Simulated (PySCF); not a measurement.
Which element holds H most strongly?

PBE in PySCF with def2-SVPD on every atom (core potentials on Sn, Sb), for the lowest determinant that a PBE0 search found; no spin–orbit coupling. D0 is De less the harmonic zero-point energy.

```
 M  state (unpaired electrons)  Re (Å)  ωe (cm⁻¹)  D0(MH) (eV)
Sn               doublet (π ↑)   1.806       1634         2.52
Sb              triplet (π ↑↑)   1.742       1851         2.50
Zn               doublet (σ ↑)   1.606       1546         1.18
 B      singlet (closed shell)   1.262       2262         3.37
Ge               doublet (π ↑)   1.620       1832         2.80
Ga      singlet (closed shell)   1.701       1535         2.80
Si               doublet (π ↑)   1.553       1951         2.98
```

**Question.** Order the elements by D0 and give the energy of SbH + Ge → GeH + Sb.

**Answer.** B > Si > Ge > Ga > Sn > Sb > Zn; ΔE = 2.50 − 2.80 = -0.30 eV at PBE/def2-SVPD. Close neighbours can swap at other levels.

Spin–orbit coupling is left out, which matters for elements this heavy, above all for dissociation energies. States were picked by a PBE0 search and need not be the measured ground states.
